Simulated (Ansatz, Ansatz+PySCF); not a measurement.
```xyz
4

C    -0.0331   -0.0197    0.0319
H     1.0791    0.0023   -0.0487
H    -0.5446    0.9942    0.0021
H    -0.5378   -0.9206    0.0434
```

Basis set: def2-SVP (spherical functions). Frozen core: 1 orbital. Charge 0, multiplicity 2.

Computed with Ansatz (development build ahead of 0.2.0); each method stands on the lowest determinant of its kind that the runs found. Restricted functionals stand beside restricted open-shell atoms, which can lie above the unrestricted atoms usual in DFT and then raise those values.

The atomization energy at this shape (free ground-state atoms in the same class of orbitals less the molecule, no zero-point energy) of doublet CH₃:

```
                       method  atomization energy
         ωB97X (unrestricted)     303.12 kcal/mol
ωB97X (restricted open-shell)     303.73 kcal/mol
        r²SCAN (unrestricted)     308.10 kcal/mol
          PBE0 (unrestricted)     305.68 kcal/mol
           PBE (unrestricted)     306.66 kcal/mol
                  UHF-CCSD(T)     292.66 kcal/mol
                      UHF-MP2     289.57 kcal/mol
```

Task: What does UHF give?

Result: 241.50 kcal/mol.
